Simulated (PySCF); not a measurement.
# Ge: ionisation energy

Ge [Ar] 3d10 4s2 4p2 (3P) → Ge⁺ [Ar] 3d10 4s2 4p1 (2P), as a difference of total energies. All numbers are calculated (PySCF 2.14, no relativity, point nucleus, in def2-TZVP (6s5p4d1f, 48 functions)). Correlated levels: valence: [Ar] 3d10 frozen. The calculations carry no spin-orbit coupling.

Question: Order these methods by the ionisation energy they give, lowest first.
A. UHF
B. MP2 (valence)
C. PBE
D. CCSD(T) (valence)

Answer: A (7.439 eV), B (7.781 eV), D (7.835 eV), C (7.898 eV).

These non-relativistic numbers lack the scalar-relativistic shift.

Errors of the correlated levels include the incompleteness of this basis and the frozen core.

For comparison: 7.925 eV (measured; NIST levels, between the centres of gravity of the two terms).
